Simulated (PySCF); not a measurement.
PySCF 2.14 output of a UHF calculation on a single atom or ion in dyall-av3z, with scalar relativity by spin-free X2C-1e:

```
SCF conv_tol = 1e-09
number electrons alpha = 6  beta = 6
cycle= 1 E= -339.382354772122  delta_E= -3.44e-11  |g|= 1.62e-06  |ddm|= 2.6e-05
converged SCF energy = -339.382354772122  <S^2> = 1.7763568e-15  2S+1 = 1
```

The run itself started from symmetry-adapted Hartree-Fock orbitals and held the occupation by maximum overlap, so the iterations belong to that start.

Problem. Which element, charge and spin multiplicity is this?

Solution. P³⁺ (phosphorus, charge +3), multiplicity 1; the state was [Ne] 3s2, closed-shell 1S.
